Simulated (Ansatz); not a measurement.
Molecule: Si₂H₄, net charge -1, doublet state. 
Structure (B3LYP-D3(BJ)/def2-TZVP (Ansatz, a quantum-chemistry and plane-wave program) minimum search):
```
Si
H 1 1.5091
H 1 1.5128 2 101.44
H 1 1.5128 2 101.44 3 103.77
Si 1 2.3742 2 113.52 3 -128.11
H 5 1.5447 1 89.89 2 -180.00
```
Charge -1, spin multiplicity 2.

Basis-set convergence of Hartree-Fock and MP2 correlation energies (hartree) with Ansatz. Valence correlation only, unless marked. UHF or UKS for open shells. Spin-orbit coupling is left out. No relativistic terms. This anion needs diffuse functions, which these sets lack.

| basis | functions | E(HF) | E(corr, MP2) |
|---|---|---|---|
| def2-SVP | 56 | -579.96540 | -0.19408 |
| def2-TZVPP | 140 | ? | ? |

Q: What belongs in the gaps?

A: 
- def2-TZVPP, E(HF): -580.17113
- def2-TZVPP, E(corr, MP2): -0.24964
